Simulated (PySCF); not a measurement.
Ba (barium, neutral) across methods

[Xe] 6p2, high-spin 3P determinant (an excited configuration). Computed with PySCF 2.14 in def2-TZVPPD with the def2 core potential (46 electrons), with a scalar-relativistic core potential.

```csv
method,E (hartree),mean ε 5p α (eV),mean ε 5p β (eV),mean ε 6p α (eV),Σ⟨r²⟩ (bohr²),⟨S²⟩
LDA,-25.2249,-21.727,-21.659,-2.392,112.7,2.000
UHF,-24.96964,-27.268,-27.170,-3.407,122.3,2.000
wB97X-V,-25.2747,-26.114,-26.069,-3.546,117.5,2.000
r2SCAN,-25.3214,-22.399,-22.379,-2.417,113.4,2.000
PBE,-25.3284,-21.848,-21.791,-2.436,112.4,2.000
PBE0,-25.3075,-23.438,-23.373,-2.762,113.8,2.000
BP86,-25.3752,-21.924,-21.883,-2.482,111.8,2.000
MN15,-25.2561,-24.100,-24.042,-2.221,116.3,2.000
```

Energies and moments cover only the electrons outside the core potential. Spin-orbit coupling, absent here, splits the open shell strongly.
